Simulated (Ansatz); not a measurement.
```yaml
crystal:
  periodic: [false, false, false]
  atoms:
    - {symbol: In, position_ang: [0.388639, 0.493067, -0.109106]}
    - {symbol: H, position_ang: [2.090418, 0.419948, -0.319170]}
    - {symbol: H, position_ang: [-0.782475, 1.761153, -0.110323]}
    - {symbol: O, position_ang: [-0.366180, -1.352389, 0.208915]}
    - {symbol: H, position_ang: [-1.330401, -1.321779, 0.329684]}
basis:
  gaussian: {orbitals: def2-TZVP, fitting: {mean_field: def2-universal-jkfit}, final_grid: {core_spheres: 20, valence_spheres: 16, degree: 47}, nuclear_model: gaussian}
total_charge: -1
magnetization: {spin_polarized: true, initial_magnetization: 1}
hamiltonian: {xc: {name: PBE0}}
scf: {omitted_lower_state_checks: [starts]}
```

```sh
$ ansatz run in.yaml --threads 4 --pin off --events-out ev --progress --plain --max-ram 3916MiB
```

Output, abridged:

```
Functional definition: PBE0
349 factors; integrals over basis functions are off by at most 8.8e-1 eV
mean field evaluation 1: about -7267.1699 eV, gradient 1.5e1 eV
mean field evaluation 2: about -7267.1936 eV, gradient 1.6e1 eV
mean field evaluation 4: about -7268.1529 eV, gradient 1.2e0 eV
mean field evaluation 8: about -7268.1584 eV, gradient 4.0e-2 eV
mean field evaluation 16: about -7268.1584 eV, gradient 8.7e-5 eV
mean field -7268.15842564 eV, -267.0998956077 hartree, gradient 3.4e-5 eV, S^2 0.753479; 0 other end points of the search recorded, 0 dependent functions left out
reference -7268.15846550 eV, -267.0998970724 hartree; 17, 16 occupied and 82, 83 virtual orbitals, 349 factors
Total energy: -7268.15846550 eV, -267.0998970724 hartree
Checks for a lower state left out: starts
```

Hardware: 4 threads of Arm Neoverse V2 on a shared host. Wall time 1.2 s.

In the def2 sets In takes a core potential; there is no spin–orbit coupling. The highest occupied level of an anion often lies above zero with these methods, and sets without diffuse functions describe the outer electron poorly.
